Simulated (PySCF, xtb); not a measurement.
Si(H)2(OH)(iPr) (C₃H₁₀OSi), SMILES CC(C)[SiH2]O.

Coordinates come from a B3LYP-D3(BJ)/def2-SVP optimisation. One conformer was computed; it need not be the lowest.

Level of theory: IEF-PCM-ωB97X/def2-SVP run with PySCF 2.14.0.

The values are the electrostatic part of the solvation free energy, E(continuum) − E(gas) at the gas-phase geometry, in a cavity of scaled van der Waals radii (PySCF's table); cavitation and dispersion terms are not included. In vacuum the orbital gap is 13.22 eV. The dipole moment in vacuum is 1.76 D.

Task: Estimate the values in water (ε = 78.36), ethanol (ε = 24.85), acetone (ε = 20.49). (An estimate is asked for; the answer gives what the named calculation found.)

Result: 
```tsv
solvent	ε	ΔG(elec) (kcal/mol)	dipole (D)	gap (eV)
water	78.36	-4.2	2.23	13.30
ethanol	24.85	-4.0	2.21	13.30
acetone	20.49	-4.0	2.20	13.30
```

For comparison, GFN2-xTB/ALPB(water) (xtb, at the GFN2-xTB geometry, all terms of that model) gives -3.7 kcal/mol.
